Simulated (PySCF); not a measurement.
## How methods differ on the ionisation energy of Kr²⁺

Kr²⁺ [Ar] 3d10 4s2 4p4 (3P) → Kr³⁺ [Ar] 3d10 4s2 4p3 (4S), as a difference of total energies. Computed with PySCF 2.14 in aug-cc-pwCVDZ-PP with ECP10MDF, with a scalar-relativistic core potential. Correlated levels: valence and next inner shell: nothing frozen outside the core potential. The calculations carry no spin-orbit coupling.

```tsv
method	ionisation energy (eV)
UHF	34.260
MP2 (valence and next inner shell)	34.828
SCS-MP2 (valence and next inner shell)	34.817
CCSD (valence and next inner shell)	34.819
CCSD(T) (valence and next inner shell)	34.835
```

Question: How much does correlation contribute at CCSD(T) (valence and next inner shell)?

Answer: 34.835 − (34.260) = 0.575 eV, measured against UHF.

The reference lies between the lowest fine-structure levels, while these numbers refer to the centres of the terms.

Errors of the correlated levels include the incompleteness of this basis.

For comparison: 35.838 ± 0.02 eV (measured; NIST Atomic Spectra Database, ionization energies).
